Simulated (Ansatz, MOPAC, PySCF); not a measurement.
Dimer: H2O (SMILES O) (first 3 atoms) with CHN (SMILES C#N); geometry from B3LYP-D3(BJ)/def2-TZVP, rigid monomers moved along the line of their centres of mass till O1···H6 is 2.31 Å.
(charge 0, multiplicity 1):
```json
[
 {"atom": "O", "x (Å)": "-0.0834", "y (Å)": "-0.0777", "z (Å)": "-0.1033"},
 {"atom": "H", "x (Å)": "0.7091", "y (Å)": "-0.2325", "z (Å)": "-0.6277"},
 {"atom": "H", "x (Å)": "-0.8282", "y (Å)": "-0.2309", "z (Å)": "-0.6938"},
 {"atom": "C", "x (Å)": "-0.2307", "y (Å)": "-0.2785", "z (Å)": "3.2748"},
 {"atom": "N", "x (Å)": "-0.2796", "y (Å)": "-0.3653", "z (Å)": "4.4176"},
 {"atom": "H", "x (Å)": "-0.1846", "y (Å)": "-0.2003", "z (Å)": "2.2015"}
]
```

Monomers are frozen at their geometry in the pair; levels with a basis set take the counterpoise correction. Rows marked so take none.

Rows in 6-31G* carry no dispersion term and start afresh at each structure (6-31G* with six Cartesian d functions). The state that AM1 reach isn't checked.

Programs: Ansatz (a first-principles code) with Gaussian orbitals; MOPAC for AM1 (differences of heats of formation); PySCF for 6-31G* rows, the dispersion terms. 

Problem. One of these levels gives -230.8 meV for the interaction energy. Which one is it?
A) AM1
B) PBE-D4/def2-TZVPPD
C) B3LYP/6-31G*
D) HF/6-31G* (no counterpoise)

Solution. C, B3LYP/6-31G*. The others give -127.8 (AM1), -254.9 (HF/6-31G* (no counterpoise)), -207.5 (PBE-D4/def2-TZVPPD)
